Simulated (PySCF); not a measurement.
Dipole response of Tc (technetium, neutral)

[Kr] 4d5 5s2, high-spin 6S determinant. Computed with PySCF 2.14 in aug-cc-pVTZ-DK (9s8p6d3f2g, 102 functions), with the spin-free X2C one-electron Hamiltonian (Gaussian nucleus). Coupled (time-dependent) response in atomic units; α is the mean over directions.

```
method  mean α (bohr³)  C₆ (like pair)  S(−4)
 TPSSh           97.26            1133   6294
```

S(−4) is the Cauchy moment in α(ω) = α(0) + S(−4) ω² + …

Reference α: 79 ± 10 bohr³ (recommended; Schwerdtfeger and Nagle, table of static dipole polarizabilities (2023 update)). Published C₆: 939.0 (Gould and Bucko (2016)).

α(iu) at TPSSh:

```csv
u (hartree),α(iu) (bohr³)
0,97.26
0.0500,84.77
0.100,64.75
0.200,37.89
0.300,24.70
0.500,13.61
0.750,8.342
1.00,5.832
1.50,3.427
2.00,2.282
3.00,1.220
5.00,0.5123
```
